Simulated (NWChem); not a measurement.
System: C₄H₇F; SMILES CC(C)=CF

Parts of the log:

```
             Northwest Computational Chemistry Package (NWChem) 7.3.0
             --------------------------------------------------------

                             Geometry "geometry" -> ""
                             -------------------------

 Output coordinates in angstroms (scale by  1.889725989 to convert to a.u.)

  No.       Tag          Charge          X              Y              Z
 ---- ---------------- ---------- -------------- -------------- --------------
    1 C                    6.0000     0.78565800    -1.69199200     0.00000000
    2 C                    6.0000     0.02987200    -0.39919900     0.00000000
    3 C                    6.0000    -1.46569800    -0.45925100     0.00000000
    4 C                    6.0000     0.68777700     0.76149700     0.00000000
    5 F                    9.0000     0.06555800     1.94442300     0.00000000
    6 H                    1.0000     1.87455600    -1.53754300     0.00000000
    7 H                    1.0000     0.52851600    -2.29860600     0.88499000
    8 H                    1.0000     0.52851600    -2.29860600    -0.88499000
    9 H                    1.0000    -1.91163300     0.54362400     0.00000000
   10 H                    1.0000    -1.83534300    -1.00431100    -0.88499600
   11 H                    1.0000    -1.83534300    -1.00431100     0.88499600
   12 H                    1.0000     1.77742200     0.86087800     0.00000000

 Effective nuclear repulsion energy (a.u.)     173.6047996831

                                 NWChem DFT Module
                                 -----------------

 Summary of "ao basis" -> "ao basis" (spherical)
 ------------------------------------------------------------------------------
       Tag                 Description            Shells   Functions and Types
 ---------------- ------------------------------  ------  ---------------------
 C                           6-31g*                  6       14   3s2p1d
 F                           6-31g*                  6       14   3s2p1d
 H                           6-31g*                  2        2   2s

 in cosmo_initialize ...

 solvent parameters
 solvname_short: unkn
 solvname_long:  unknown
 dielec:        1.5000

          ---------------
          -cosmo- solvent
          ---------------
 Cosmo: York-Karplus, doi: 10.1021/jp992097l
 dielectric constant -eps-     =   1.50
 screen = (eps-1)/(eps    )    =   0.33333
 surface charge correction     = lagrangian

   van der Waals surface
 --------------------------

 ---------- ATOMIC COORDINATES (A.U.) ------------ VDWR(ANG.) --
     1    1.48467834   -3.19740125    0.00000000     2.000
     2    0.05644989   -0.75437672    0.00000000     2.000
     3   -2.76976760   -0.86785855    0.00000000     2.000
     4    1.29971007    1.43902067    0.00000000     2.000
     5    0.12388666    3.67442668    0.00000000     1.720
     6    3.54239719   -2.90553497    0.00000000     1.300
     7    0.99875042   -4.34373550    1.67238860     1.300
     8    0.99875042   -4.34373550   -1.67238860     1.300
     9   -3.61246256    1.02730040    0.00000000     1.300
    10   -3.46829537   -1.89787260   -1.67239994     1.300
    11   -3.46829537   -1.89787260    1.67239994     1.300
    12    3.35884055    1.62682353    0.00000000     1.300
 number of segments per atom =         32
 number of   points per atom =         32
 atom (   nspa,  nppa )
 ----------------------
    1 (     18,     0 )       0
    2 (      8,     0 )       0
    3 (     16,     0 )       0
    4 (     12,     0 )       0
    5 (     20,     0 )       0
    6 (     16,     0 )       0
    7 (     15,     0 )       0
    8 (     15,     0 )       0
    9 (     16,     0 )       0
   10 (     14,     0 )       0
   11 (     14,     0 )       0
   12 (     16,     0 )       0
 number of -cosmo- surface points =      180
 molecular surface =    122.724 angstrom**2
 molecular volume  =    101.560 angstrom**3
 G(cav/disp)       =      1.474 kcal/mol
 -lineq- algorithm             =   0
 -bem- low  level              =   2
 -bem- from -octahedral-
 gaussian surface charge width =   4.50000
 degree of switching           =   1.00000
 switching function tolerance  =   0.00010
 atomic radii =
 --------------
    1  6.000  2.000
    2  6.000  2.000
    3  6.000  2.000
    4  6.000  2.000
    5  9.000  1.720
    6  1.000  1.300
    7  1.000  1.300
    8  1.000  1.300
    9  1.000  1.300
   10  1.000  1.300
   11  1.000  1.300
   12  1.000  1.300
 ...... end of -cosmo- initialization ......

            General Information
            -------------------
          SCF calculation type: DFT
          Wavefunction type:  closed shell.
          No. of atoms     :    12
          No. of electrons :    40
           Alpha electrons :    20
            Beta electrons :    20
          Charge           :     0
          Spin multiplicity:     1
          Use of symmetry is: off; symmetry adaption is: off
          Maximum number of iterations: 150
          AO basis - number of functions:    84
                     number of shells:    44
          Convergence on energy requested:  1.00D-06
          Convergence on density requested:  1.00D-05
          Convergence on gradient requested:  5.00D-04

              XC Information
              --------------
                       M05-2X Method XC Functional
                     Hartree-Fock (Exact) Exchange  0.560
                M05-2X metaGGA Exchange Functional  0.440
                      M05-2X Correlation Potential  1.000

             Grid Information
             ----------------
          Grid used for XC integration:  medium
          Radial quadrature: Mura-Knowles
          Angular quadrature: Lebedev.
          Tag              B.-S. Rad. Rad. Pts. Rad. Cut. Ang. Pts.
          ---              ---------- --------- --------- ---------
          C                   0.70       49          10.0       434
          F                   0.50       49          11.0       434
          H                   0.35       45          11.0       434
          Grid pruning is: on
          Number of quadrature shells:   560
          Spatial weights used:  Erf1

      Superposition of Atomic Density Guess
      -------------------------------------

 Sum of atomic energies:        -253.50097639

      Non-variational initial energy
      ------------------------------

 Total energy =    -256.346713
 1-e energy   =    -689.073523
 2-e energy   =     259.122010
 HOMO         =      -0.240446
 LUMO         =       0.074823

   convergence    iter        energy       DeltaE   RMS-Dens  Diis-err
 ---------------- ----- ----------------- --------- --------- ---------
     COSMO gas phase
 d= 0,ls=0.0,diis     1   -256.3570207019 -4.30D+02  7.98D-03  4.41D-01
 d= 0,ls=0.0,diis     2   -256.3900774234 -3.31D-02  3.52D-03  2.51D-01
 d= 0,ls=0.0,diis     3   -256.4110071966 -2.09D-02  9.00D-04  2.03D-02
 d= 0,ls=0.0,diis     4   -256.4128752547 -1.87D-03  2.21D-04  3.66D-04
 d= 0,ls=0.0,diis     5   -256.4129148569 -3.96D-05  8.15D-05  6.89D-05
  Resetting Diis
 d= 0,ls=0.0,diis     6   -256.4129228309 -7.97D-06  2.33D-05  8.92D-06
 d= 0,ls=0.0,diis     7   -256.4129237922 -9.61D-07  8.81D-06  2.24D-07

   convergence    iter        energy       DeltaE   RMS-Dens  Diis-err
 ---------------- ----- ----------------- --------- --------- ---------
     COSMO solvation phase
 d= 0,ls=0.0,diis     1   -256.4139727841 -1.05D-03  3.62D-04  1.36D-04
 d= 0,ls=0.0,diis     2   -256.4140085492 -3.58D-05  7.86D-05  4.37D-05
 d= 0,ls=0.0,diis     3   -256.4140121064 -3.56D-06  2.78D-05  7.56D-06
 d= 0,ls=0.0,diis     4   -256.4140128348 -7.28D-07  1.03D-05  9.14D-07
 d= 0,ls=0.0,diis     5   -256.4140129328 -9.80D-08  2.56D-06  4.46D-08

         Total DFT energy =     -256.414012932819
      One electron energy =     -693.065209262922
           Coulomb energy =      297.739797761155
    Exchange-Corr. energy =      -34.746282085348
 Nuclear repulsion energy =      173.604799683068

             COSMO energy =        0.052880971229

 Numeric. integr. density =       39.999980975536

                                   COSMO solvation results
                                   -----------------------

                 gas phase energy =      -256.412923792239
                 sol phase energy =      -256.414012932819
 (electrostatic) solvation energy =         0.001089140579 (    0.68 kcal/mol)

                       DFT Final Molecular Orbital Analysis
                       ------------------------------------

 Vector   18  Occ=2.000000D+00  E=-4.285841D-01
              MO Center= -3.4D-01, -1.4D-01,  8.0D-10, r^2= 3.4D+00
   Bfn.  Coefficient  Atom+Function         Bfn.  Coefficient  Atom+Function
  ----- ------------  ---------------      ----- ------------  ---------------
    18      0.301438   2 C  py               32     -0.266051   3 C  py
     4     -0.228823   1 C  py               45     -0.195866   4 C  px
    59      0.181731   5 F  px               46     -0.174987   4 C  py
    78     -0.168927   9 H  s                77     -0.166364   9 H  s
    60      0.159781   5 F  py               36     -0.142041   3 C  py

 Vector   19  Occ=2.000000D+00  E=-4.164054D-01
              MO Center=  5.9D-04, -4.2D-01, -2.8D-12, r^2= 3.3D+00
   Bfn.  Coefficient  Atom+Function         Bfn.  Coefficient  Atom+Function
  ----- ------------  ---------------      ----- ------------  ---------------
    17      0.326758   2 C  px               31     -0.314447   3 C  px
     3     -0.255324   1 C  px               35     -0.185664   3 C  px
    59      0.183304   5 F  px               72     -0.166414   6 H  s
    71     -0.164358   6 H  s                84     -0.153730  12 H  s
    45     -0.143253   4 C  px                7     -0.133249   1 C  px

 Vector   20  Occ=2.000000D+00  E=-2.909338D-01
              MO Center=  2.2D-01,  1.1D-01,  2.8D-10, r^2= 2.4D+00
   Bfn.  Coefficient  Atom+Function         Bfn.  Coefficient  Atom+Function
  ----- ------------  ---------------      ----- ------------  ---------------
    47      0.380416   4 C  pz               19      0.365853   2 C  pz
    23      0.289714   2 C  pz               51      0.257230   4 C  pz
    61     -0.246368   5 F  pz               65     -0.209696   5 F  pz
    74     -0.128844   7 H  s                76      0.128844   8 H  s
    80      0.109372  10 H  s                82     -0.109372  11 H  s

 Vector   21  Occ=0.000000D+00  E= 8.182324D-02
              MO Center=  2.4D-01,  3.1D-02, -3.6D-09, r^2= 2.8D+00
   Bfn.  Coefficient  Atom+Function         Bfn.  Coefficient  Atom+Function
  ----- ------------  ---------------      ----- ------------  ---------------
    51     -0.606165   4 C  pz               23      0.568230   2 C  pz
    47     -0.436940   4 C  pz               19      0.403554   2 C  pz
    80      0.310884  10 H  s                82     -0.310884  11 H  s
    74     -0.264329   7 H  s                76      0.264329   8 H  s
    65      0.183869   5 F  pz               61      0.168593   5 F  pz

 Vector   22  Occ=0.000000D+00  E= 1.537675D-01
              MO Center=  1.9D-02, -1.4D+00, -9.0D-09, r^2= 6.0D+00
   Bfn.  Coefficient  Atom+Function         Bfn.  Coefficient  Atom+Function
  ----- ------------  ---------------      ----- ------------  ---------------
     6      1.634284   1 C  s                34      1.238321   3 C  s
    72     -0.832154   6 H  s                74     -0.817530   7 H  s
    76     -0.817530   8 H  s                80     -0.753135  10 H  s
    82     -0.753135  11 H  s                84     -0.565417  12 H  s
    78     -0.442452   9 H  s                 8     -0.439342   1 C  py

 Vector   23  Occ=0.000000D+00  E= 1.853683D-01
              MO Center= -1.8D-02, -4.3D-01, -1.2D-09, r^2= 5.6D+00
   Bfn.  Coefficient  Atom+Function         Bfn.  Coefficient  Atom+Function
  ----- ------------  ---------------      ----- ------------  ---------------
    34     -1.446224   3 C  s                 6      1.426558   1 C  s
    74     -0.740236   7 H  s                76     -0.740236   8 H  s
    50      0.594455   4 C  py               80      0.513416  10 H  s
    82      0.513416  11 H  s                78      0.475525   9 H  s
    62     -0.464235   5 F  s                22      0.444410   2 C  py

     Multipole analysis of the density
     ---------------------------------

     L   x y z        total         alpha         beta         nuclear
     -   - - -        -----         -----         ----         -------
     0   0 0 0     -0.000000    -20.000000    -20.000000     40.000000

     1   1 0 0      0.181948      0.145429      0.145429     -0.108911
     1   0 1 0     -0.610514     -0.331016     -0.331016      0.051518
     1   0 0 1     -0.000000     -0.000000     -0.000000      0.000000

     2   2 0 0    -20.635302    -76.558374    -76.558374    132.481446
     2   1 1 0      0.555108      1.801586      1.801586     -3.048065
     2   1 0 1     -0.000000     -0.000000     -0.000000      0.000000
     2   0 2 0    -23.726094   -142.010628   -142.010628    260.295162
     2   0 1 1     -0.000000     -0.000000     -0.000000      0.000000
     2   0 0 2    -23.128763    -17.158187    -17.158187     11.187610
```

Level: M05-2X/6-31G* (spherical d), COSMO on the gas-phase geometry. Structure relaxed at the PBE0/def2-SVP level. COSMO prints the solvation energy as gas minus solution, so a positive value is a stabilisation.

**Question.** Write an input that gives this output.

**Answer.** This is not unique; one that fits is the input that was run:
```
start job
memory heap 200 mb stack 900 mb global 1100 mb
geometry units angstroms noautosym nocenter noautoz
  C      0.785658    -1.691992     0.000000
  C      0.029872    -0.399199     0.000000
  C     -1.465698    -0.459251     0.000000
  C      0.687777     0.761497     0.000000
  F      0.065558     1.944423     0.000000
  H      1.874556    -1.537543     0.000000
  H      0.528516    -2.298606     0.884990
  H      0.528516    -2.298606    -0.884990
  H     -1.911633     0.543624     0.000000
  H     -1.835343    -1.004311    -0.884996
  H     -1.835343    -1.004311     0.884996
  H      1.777422     0.860878     0.000000
end
basis spherical
  * library 6-31g*
end
dft
  xc m05-2x
  iterations 150
end
cosmo
  dielec 1.5
end
task dft energy
```
